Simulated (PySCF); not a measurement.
One of the candidates below gave these computed data.

All candidates are C5H8F3N.

- Polarisability: 69.6 au [PBE0/def2-SVPD]
- NMR, other nuclei: isotropic shieldings of nuclei other than C and H, by class: -76 (1 N), 255 (3 F) ppm [GIAO PBE0/pcSseg-1]
- UV, strongest line: among the 6 lowest singlet transitions: S6 at 8.24 eV (151 nm, f = 0.060) [TDDFT PBE0/def2-SVPD]
- UV, first state: lowest singlet excitation: 5.43 eV (228 nm, f = 0.002) [TDDFT PBE0/def2-SVPD]
- Triplet: lowest triplet excitation (Tamm–Dancoff): 4.64 eV [TDA PBE0/def2-SVPD]
- 13C NMR: chemical shifts (computed TMS as zero) by class: 181.1 (1 C), 136.6 (1 C), 34.3 (1 C), 34.3 (1 C), 32.3 (1 C) ppm [GIAO PBE0/pcSseg-1]
- Dipole: 3.31 D [PBE0/def2-SVPD]
- 1H NMR: chemical shifts (computed TMS as zero) by class: 10.61 (1 H), 2.89 (2 H), 2.28 (2 H), 2.03 (3 H) ppm [GIAO PBE0/pcSseg-1]
- Rotational structure: rotational constants A, B, C: 2.966, 0.996, 0.962 GHz [GFN2-xTB]

The electronic properties come from PySCF, for the isolated species, density fitting. Levels stand in brackets. The structure is a single GFN2-xTB conformer in the gas phase; no vibrational or solvent corrections. NMR classes are plain means over equivalent atoms (diastereotopic ones count apart unless rotation or inversion swaps them), as if these changed places fast.

Task: Which candidate is it?
A. `[H]/N=C(\C)CCC(F)(F)F`
B. `[H]/N=C/CCCC(F)(F)F`
C. `CC(C)(N)C(F)=C(F)F`
D. `[H]/N=C(\CCC)C(F)(F)F`

Result: A. It is `[H]/N=C(\C)CCC(F)(F)F`. Numbering: `[H]/[N:3]=[C:2](\[CH3:1])[CH2:4][CH2:5][C:6]([F:7])([F:8])[F:9]`. Its formula, C5H8F3N, gives 1 degree of unsaturation: 0 rings and 1 π bond in the structure found. 5 carbons fall into 5 classes; from least to most shielded: imine carbon [C2] (181.1 ppm), CF3 carbon [C6] (136.6 ppm), chain CH2 carbon [C5] (34.3 ppm), chain CH2 carbon [C4] (34.3 ppm), methyl carbon [C1] (32.3 ppm). Hydrogen classes from least to most shielded: 1 H on an imine nitrogen, N3 (10.61 ppm), 2 H on a chain CH2 carbon, C5 (2.89 ppm, a mean of values up to 1.9 ppm apart in this geometry), 2 H on a chain CH2 carbon, C4 (2.28 ppm), 3 H on a methyl carbon, C1 (2.03 ppm, a mean of values up to 0.6 ppm apart in this geometry). The other shieldings belong to: -76 ppm, imine nitrogen [N3]; 255 ppm, fluorine of a CF3 group [F7/F8/F9]. The optimised geometry has point group C1 and is an asymmetric top.

The others, at the same levels:
- `[H]/N=C/CCCC(F)(F)F` fails: its computed 13C shifts are 176.5 (1 C), 136.6 (1 C), 39.9 (1 C), 37.1 (1 C), 21.0 (1 C) ppm, 1H shifts are 10.80 (1 H), 8.57 (1 H), 2.77 (2 H), 2.34 (2 H), 1.98 (2 H) ppm and rotational constant A is 3.171 GHz (against 2.966 GHz).
- `[H]/N=C(\CCC)C(F)(F)F` fails: its computed 13C shifts are 174.9 (1 C), 129.8 (1 C), 37.9 (1 C), 19.7 (1 C), 15.5 (1 C) ppm, 1H shifts are 11.70 (1 H), 2.45 (2 H), 1.35 (2 H), 1.18 (3 H) ppm and lowest singlet excitation is 5.17 eV (240 nm, f = 0.002) (against 5.43 eV).
- `CC(C)(N)C(F)=C(F)F` fails: it has 4 carbon classes against 5; its computed 13C shifts are 167.1 (1 C), 144.3 (1 C), 53.8 (1 C), 30.9 (2 C) ppm, 1H shifts are 1.43 (6 H), 1.06 (2 H) ppm and lowest singlet excitation is 6.44 eV (193 nm, f = 0.022) (against 5.43 eV).

Each candidate is one conformer, not necessarily the lowest. The conformers computed, where there is a choice (atom-mapped SMILES and torsion angles):
- `[H]/[N:3]=[C:2](\[CH3:1])[CH2:4][CH2:5][C:6]([F:7])([F:8])[F:9]`: C1–C2–C4–C5 148°, C2–C4–C5–C6 -80°, C4–C5–C6–F7 55°
- `[H]/[N:1]=[CH:2]/[CH2:3][CH2:4][CH2:5][C:6]([F:7])([F:8])[F:9]`: N1–C2–C3–C4 5°, C2–C3–C4–C5 -67°, C3–C4–C5–C6 -178°, C4–C5–C6–F7 -178°
- `[H]/[N:5]=[C:4](\[CH2:3][CH2:2][CH3:1])[C:6]([F:7])([F:8])[F:9]`: C1–C2–C3–C4 -179°, C2–C3–C4–N5 -3°, C3–C4–C6–F7 176°
- `[CH3:1][C:2]([CH3:3])([NH2:4])[C:5]([F:6])=[C:7]([F:8])[F:9]`: C1–C2–C5–F6 -60°, H–N4–C2–C1 60°, H–N4–C2–C1 -60°
